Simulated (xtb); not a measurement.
C$_{4}$H$_{9}$ (SMILES C[C](C)C), doublet, from a rough starting geometry; xtb with GFN2-xTB.

The xtb input:
```
$ xtb mol.xyz --gfn 2 --uhf 1 --opt vtight --json

# file mol.xyz
13

C      0.00631321     0.01707164     0.22696335
C      0.04323752     1.47343237     0.03579431
C      1.29220702    -0.71439483     0.03934799
C     -1.26103129    -0.73177034     0.08255187
H     -0.00163338     1.69861573    -1.01208084
H     -0.87346025     1.92313557     0.45778117
H      0.81405759     1.96956127     0.47613299
H      1.49986085    -0.84673135    -1.07261771
H      2.15952560    -0.17077425     0.52989076
H      1.26770823    -1.77154519     0.45067821
H     -1.50916861    -0.83613174    -1.02425872
H     -1.25519870    -1.71349127     0.47191929
H     -2.13859956    -0.17015117     0.50724367
```

**Question.** Predict the main parts of the log of this xtb run.

**Answer.** 
```
   ID    Z sym.   atoms
    1    6 C      1-4
    2    1 H      5-13

           -------------------------------------------------
          |                Calculation Setup                |
           -------------------------------------------------

           -------------------------------------------------
          |                 G F N 2 - x T B                 |
           -------------------------------------------------

          ...................................................
          :                      SETUP                      :
          :.................................................:
          :  # basis functions                  25          :
          :  # atomic orbitals                  25          :
          :  # shells                           17          :
          :  # electrons                        25          :
          :  max. iterations                   250          :
          :  Hamiltonian                  GFN2-xTB          :
          :  restarted?                      false          :
          :  GBSA solvation                  false          :
          :  PC potential                    false          :
          :  electronic temp.          300.0000000     K    :
          :  accuracy                    1.0000000          :
          :  -> integral cutoff          0.2500000E+02      :
          :  -> integral neglect         0.1000000E-07      :
          :  -> SCF convergence          0.1000000E-05 Eh   :
          :  -> wf. convergence          0.1000000E-03 e    :
          :  Broyden damping             0.4000000          :
          :  net charge                          0          :
          :  unpaired electrons                  1          :
          ...................................................

 iter      E             dE          RMSdq      gap      omega  full diag
   1    -13.2436231 -0.132436E+02  0.244E+00    9.55       0.0  T
   2    -13.2703922 -0.267692E-01  0.115E+00    9.84       1.0  T
   3    -13.2707857 -0.393496E-03  0.581E-01    9.79       1.0  T
   4    -13.2708715 -0.857955E-04  0.970E-02    9.78       1.0  T
   5    -13.2708830 -0.115275E-04  0.523E-02    9.76       1.0  T
   6    -13.2708835 -0.443872E-06  0.676E-03    9.77       4.1  T
   7    -13.2708836 -0.156241E-06  0.164E-03    9.76      16.9  T
   8    -13.2708836 -0.236544E-08  0.336E-04    9.76      82.7  T
   9    -13.2708836 -0.186292E-09  0.141E-04    9.76     196.1  T

   *** convergence criteria satisfied after 9 iterations ***

         :::::::::::::::::::::::::::::::::::::::::::::::::::::
         ::                     SUMMARY                     ::
         :::::::::::::::::::::::::::::::::::::::::::::::::::::
         :: total energy             -13.068710791952 Eh    ::
         :: gradient norm              0.113847324131 Eh/a0 ::
         :: HOMO-LUMO gap              9.763823588233 eV    ::
         ::.................................................::
         :: SCC energy               -13.270875760007 Eh    ::
         :: -> isotropic ES            0.003367031095 Eh    ::
         :: -> anisotropic ES          0.005277785365 Eh    ::
         :: -> anisotropic XC          0.008525799837 Eh    ::
         :: -> dispersion             -0.005817529988 Eh    ::
         :: repulsion energy           0.202164968055 Eh    ::
         :: add. restraining           0.000000000000 Eh    ::
         :: total charge               0.000000000000 e     ::
         :::::::::::::::::::::::::::::::::::::::::::::::::::::

      -----------------------------------------------------------
     |                   =====================                   |
     |                        A N C O P T                        |
     |                   =====================                   |
     |               Approximate Normal Coordinate               |
     |                Rational Function Optimizer                |
[...]
 * total energy  :   -13.0687108 Eh     change       -0.7442935E-11 Eh
 * total energy  :   -13.0791557 Eh     change       -0.1044492E-01 Eh
 * total energy  :   -13.0803669 Eh     change       -0.1211137E-02 Eh
 * total energy  :   -13.0804564 Eh     change       -0.8955121E-04 Eh
 * total energy  :   -13.0805013 Eh     change       -0.4485072E-04 Eh
 * total energy  :   -13.0805122 Eh     change       -0.1090366E-04 Eh
 * total energy  :   -13.0805147 Eh     change       -0.2582594E-05 Eh
 * total energy  :   -13.0805152 Eh     change       -0.4301222E-06 Eh
 * total energy  :   -13.0805152 Eh     change       -0.7286102E-07 Eh
   *** GEOMETRY OPTIMIZATION CONVERGED AFTER 9 ITERATIONS ***
         :: total energy             -13.080515242228 Eh    ::
[...]
        16                          0.1472511               4.0069
        17                          0.1790309               4.8717
        18                          0.1909517               5.1961
        19                          0.1911302               5.2009
        20                          0.2172813               5.9125
        21                          0.2173182               5.9135
        22                          0.2352449               6.4013
        23                          0.2523291               6.8662
        24                          0.3496724               9.5151
        25                          0.3506475               9.5416
      -------------------------------------------------------------
                  HL-Gap            0.3786018 Eh           10.3023 eV
             Fermi-level           -0.2188730 Eh           -5.9558 eV

     #   Z          covCN         q      C6AA      α(0)
     1   6 C        2.933    -0.035    28.879     8.813
     2   6 C        3.753    -0.101    22.484     6.762
     3   6 C        3.753    -0.101    22.483     6.762
     4   6 C        3.753    -0.101    22.482     6.761
     5   1 H        0.923     0.039     2.459     2.452
     6   1 H        0.925     0.037     2.496     2.471
     7   1 H        0.925     0.037     2.494     2.470
     8   1 H        0.923     0.039     2.458     2.452
     9   1 H        0.925     0.037     2.493     2.469
    10   1 H        0.925     0.036     2.496     2.471
    11   1 H        0.923     0.039     2.456     2.451
    12   1 H        0.925     0.037     2.495     2.470
    13   1 H        0.925     0.037     2.493     2.469

 Mol. C6AA /au·bohr⁶  :       1137.465391
 Mol. C8AA /au·bohr⁸  :      23858.231004
 Mol. α(0) /au        :         51.272647

Wiberg/Mayer (AO) data.
largest (>0.10) Wiberg bond orders for each atom

 ---------------------------------------------------------------------------
     #   Z sym  total        # sym  WBO       # sym  WBO       # sym  WBO
 ---------------------------------------------------------------------------
     1   6 C    3.347 --     4 C    1.063     3 C    1.062     2 C    1.062
     2   6 C    3.997 --     1 C    1.062     6 H    0.978     7 H    0.977
                             5 H    0.947
     3   6 C    3.997 --     1 C    1.062    10 H    0.978     9 H    0.977
                             8 H    0.947
     4   6 C    3.997 --     1 C    1.063    12 H    0.978    13 H    0.977
                            11 H    0.947
     5   1 H    0.996 --     2 C    0.947
     6   1 H    0.999 --     2 C    0.978
     7   1 H    0.999 --     2 C    0.977
     8   1 H    0.996 --     3 C    0.947
     9   1 H    0.999 --     3 C    0.977
    10   1 H    0.999 --     3 C    0.978
    11   1 H    0.996 --     4 C    0.947
    12   1 H    0.999 --     4 C    0.978
    13   1 H    0.999 --     4 C    0.977
 ---------------------------------------------------------------------------

Topologies differ in total number of bonds
Writing topology from bond orders to xtbtopo.mol

molecular dipole:
                 x           y           z       tot (Debye)
 q only:       -0.000       0.000      -0.051
   full:       -0.000       0.001      -0.142       0.361
molecular quadrupole (traceless):
                xx          xy          yy          xz          yz          zz
 q only:        0.313       0.005       0.298      -0.005      -0.003      -0.611
  q+dip:        0.433       0.008       0.405      -0.008      -0.006      -0.838
   full:        0.373       0.007       0.348      -0.007      -0.006      -0.722

optimized geometry written to: xtbopt.xyz

           -------------------------------------------------
          | TOTAL ENERGY              -13.080515242228 Eh   |
          | GRADIENT NORM               0.000066087128 Eh/α |
          | HOMO-LUMO GAP              10.302280305886 eV   |
           -------------------------------------------------
```
